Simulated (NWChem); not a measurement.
Program: NWChem. System: AgCl, charge 1, spin multiplicity 2, at the geometry of a parent with another charge or spin, in a state set for the comparison that need not be this species' ground state. Its SCF solution wasn't tested for a lower state. Level: UMP2/def2-TZVPD with def2 effective core potentials on Ag, 9 core orbitals frozen.

Part of the output:

```
             Northwest Computational Chemistry Package (NWChem) 7.3.0
             --------------------------------------------------------

                                NWChem Input Module
                                -------------------

 Scaling coordinates for geometry "geometry" by  1.889725989
 (inverse scale =  0.529177249)

 Turning off AUTOSYM since
 SYMMETRY directive was detected!

                             Geometry "geometry" -> ""
                             -------------------------

 Output coordinates in angstroms (scale by  1.889725989 to convert to a.u.)

  No.       Tag          Charge          X              Y              Z
 ---- ---------------- ---------- -------------- -------------- --------------
    1 Ag                  47.0000     0.00000000     0.00000000    -0.61116100
    2 Cl                  17.0000     0.00000000     0.00000000     1.68967900

 Effective nuclear repulsion energy (a.u.)     183.7644607842

            Nuclear Dipole moment (a.u.)
            ----------------------------
        X                 Y               Z
 ---------------- ---------------- ----------------
     0.0000000000     0.0000000000    -0.0000453534

      Symmetry information
      --------------------

 Group name             C2v
 Group number             16
 Group order               4
 No. of unique centers     2

      Symmetry unique atoms

     1    2


 Summary of "ao basis" -> "" (spherical)
 ------------------------------------------------------------------------------
       Tag                 Description            Shells   Functions and Types
 ---------------- ------------------------------  ------  ---------------------
 *                         def2-tzvpd                 on all atoms

 Summary of "ao basis" -> "ao basis" (spherical)
 ------------------------------------------------------------------------------
       Tag                 Description            Shells   Functions and Types
 ---------------- ------------------------------  ------  ---------------------
 Ag                        def2-tzvpd               14       40   6s4p3d1f
 Cl                        def2-tzvpd               16       46   6s6p3d1f

                                 NWChem SCF Module
                                 -----------------

  ao basis        = "ao basis"
  functions       =    86
  atoms           =     2
  alpha electrons =    18
  beta  electrons =    17
  charge          =   1.00
[...]
     2   0 2 0    -20.431843    -10.458278     -9.973566      0.000000
     2   0 1 1     -0.000000     -0.000000     -0.000000      0.000000
     2   0 0 2    -15.000898   -112.046778   -101.619908    198.665788

                   NWChem MP2 Semi-direct Energy/Gradient Module
                   ---------------------------------------------

  Basis functions       =     86
  Molecular orbitals    =     86
  Frozen core           =      9
  Frozen virtuals       =      0
  Active alpha occupied =      9
  Active beta occupied  =      8
  Active alpha virtual  =     68
  Active beta virtual   =     69
  Use MO symmetry       = T
  Use skeleton AO sym   = T

  AO/Fock/Back tols     =   1.0D-09  1.0D-09  1.0D-09

 GA uses MA = F    GA memory limited = T

 Available:
  local mem=  1.26D+08
 global mem=  1.44D+08
 local disk=  0.00D+00
  mp2_memr nvloc                    68
  nvloc new                    68
   1 passes of   9:        4194304                      45675                   7755383.
   1 passes of   9: M    126139653           G      144164408           F     121945349.

 Semi-direct pass number   1 of   1  for UHF alpha       at        1.1s
  vrange nnbf                  3721
  mp2_eaftype                    29  avail_ma_in_mb                  1099
 EAF : mp2_eaftype filesize          29    3877692.
  mp2_eaf for mointskh                     29
Node 0 wrote     18.2 Mb in      0.0 s     Agg I/O rate:   828.1 Mb/s
 Done moints_semi at        2.7s
  mp2_eaftype                    29  avail_ma_in_mb                  1070
 EAF : mp2_eaftype filesize          29    3877692.
  mp2_eaf for kh                    29
 Done maket at        2.8s
 Done multipass loop at        2.8s

 GA uses MA = F    GA memory limited = T

 Available:
  local mem=  1.26D+08
 global mem=  1.44D+08
 local disk=  0.00D+00
  mp2_memr nvloc                    69
  nvloc new                    69
   1 passes of   8:        4194304                      42676                   6996299.
   1 passes of   8: M    126139653           G      144164408           F     121945349.

 Semi-direct pass number   1 of   1  for UHF beta        at        2.8s
  vrange nnbf                  3721
  mp2_eaftype                    26  avail_ma_in_mb                  1099
 EAF : mp2_eaftype filesize          26    3498150.
  mp2_eaf for mointskh                     26
Node 0 wrote     16.4 Mb in      0.0 s     Agg I/O rate:  1919.8 Mb/s
 Done moints_semi at        4.5s
  mp2_eaftype                    26  avail_ma_in_mb                  1073
 EAF : mp2_eaftype filesize          26    3498150.
  mp2_eaf for kh                    26
 Done maket at        4.5s
 Done multipass loop at        4.5s

          -------------------------------------------
          SCF energy                -605.357506738513
          Correlation energy          -0.434845922507
          Singlet pairs                0.000000000000
          Triplet pairs                0.000000000000
          Total MP2 energy          -605.792352661020
          -------------------------------------------

          ---------------------------------------------------
                    Spin Component Scaled (SCS) MP2
          Same spin pairs                     -0.140953146733
          Same spin scaling factor             0.333333333333
          Opposite spin pairs                 -0.293892775774
          Opposite spin scaling fact.          1.200000000000
          SCS-MP2 correlation energy          -0.399655713173
          Total SCS-MP2 energy              -605.757162451686
          ---------------------------------------------------

 -----------------------
 Performance information
 -----------------------

 Timer overhead =  9.93D-08 seconds/call

               Nr. of calls         CPU time (s)                 Wall time (s)                GFlops
             ---------------    -------------------     ------------------------------   -------------------
Name         Min   Avg   Max    Min     Avg     Max     Min     Avg     Max   Mx/calls   Min     Max     Sum
mp2: moin     2     2     2    3.2     3.2     3.2      3.2     3.2     3.2     1.6      0.0     0.0     0.0
mp2: make     2     2     2   0.16    0.16    0.16     0.16    0.16    0.16    8.14E-2   0.0     0.0     0.0
mp2: tota     1     1     1    3.5     3.5     3.5      3.5     3.5     3.5     3.5      0.0     0.0     0.0

 The average no. of pstat calls per process was 5.00D+00
 with a timing overhead of 4.96D-07s

 Task  times  cpu:        4.5s     wall:        4.5s

 Total times  cpu:        4.5s     wall:        4.5s
```

**Question.** Write an NWChem input that would produce this output.

**Answer.** Several could match; the one computed here: 
```
start mol
memory heap 200 mb stack 900 mb global 1100 mb
charge 1
geometry units angstroms nocenter noautoz
  Ag     0.000000     0.000000    -0.611161
  Cl     0.000000     0.000000     1.689679
  symmetry group C2v
end
basis spherical
  * library def2-tzvpd
end
ecp
  Ag library def2-ecp
end
scf
  uhf
  nopen 1
  maxiter 100
  thresh 1e-7
  semidirect memsize 60000000 filesize 0
  # guess.movecs holds the orbitals of an unrestricted PBE0 run
  vectors input guess.movecs output mol.movecs
end
mp2
  freeze core 9
end
task mp2 energy
```
